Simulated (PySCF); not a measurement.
C3H9ClOSi, SMILES COC[Si@H](C)Cl.

The structure is a stationary point at B3LYP-D3(BJ)/def2-SVP. The structure was generated by enumeration; whether it is a known compound was not checked. The values are those of a single conformer.

These are B3LYP-D3(BJ)/def2-SVP (PySCF) values and carry that method's errors.

Frequencies are harmonic and unscaled.

```
mode  ν (cm⁻¹)  IR (km/mol)  moving atoms (share of kinetic energy)
----  --------  -----------  --------------------------------------
1           58          0.5                 C 43 %, Cl 31 %, H 20 %
2           82          4.2                  O 46 %, H 42 %, C 10 %
3          116          0.4                  C 50 %, H 25 %, O 16 %
4          155          0.1                                  H 95 %
5          193          3.8        C 35 %, H 25 %, Cl 22 %, Si 14 %
6          203          2.0          H 41 %, C 30 %, Cl 14 %, O 9 %
7          244          1.1                          H 77 %, C 13 %
8          298          9.9         C 31 %, H 26 %, O 20 %, Si 19 %
9          395         11.3         Si 42 %, C 22 %, H 19 %, O 16 %
10         514         57.7          Cl 44 %, Si 38 %, C 9 %, H 8 %
11         653         18.6                  H 70 %, C 18 %, Si 8 %
12         684          8.6                 C 42 %, H 40 %, Si 15 %
13         717         19.8                  H 64 %, C 27 %, Si 8 %
14         754         10.9                          H 77 %, C 17 %
15         814         41.1                 H 53 %, C 29 %, Si 17 %
16         888        201.1                 H 68 %, Si 16 %, C 16 %
17         905        136.7                 H 76 %, C 13 %, Si 11 %
18         985         20.0                  C 55 %, O 28 %, H 18 %
19        1173          1.4                          H 77 %, C 19 %
20        1178         99.1                  O 36 %, C 34 %, H 30 %
21        1212         65.0                  H 44 %, C 30 %, O 26 %
22        1233         14.4                                  H 87 %
23        1270         26.8                          H 78 %, C 22 %
24        1313          2.4                          H 66 %, C 30 %
25        1427          4.6                                  H 96 %
26        1433          2.6                                  H 96 %
27        1449         25.5                                  H 92 %
28        1457          6.4                                  H 96 %
29        1466          3.2                                  H 92 %
30        1493          5.9                           H 91 %, C 8 %
31        2226        138.2                                  H 97 %
32        2930         40.9                                  H 95 %
33        2962         72.9                                  H 97 %
34        2983         42.3                           H 91 %, C 9 %
35        3019         53.2                          H 90 %, C 10 %
36        3034          2.5                                  H 97 %
37        3123         24.1                           H 91 %, C 9 %
38        3126          3.7                           H 91 %, C 9 %
39        3145          1.3                           H 91 %, C 9 %
```
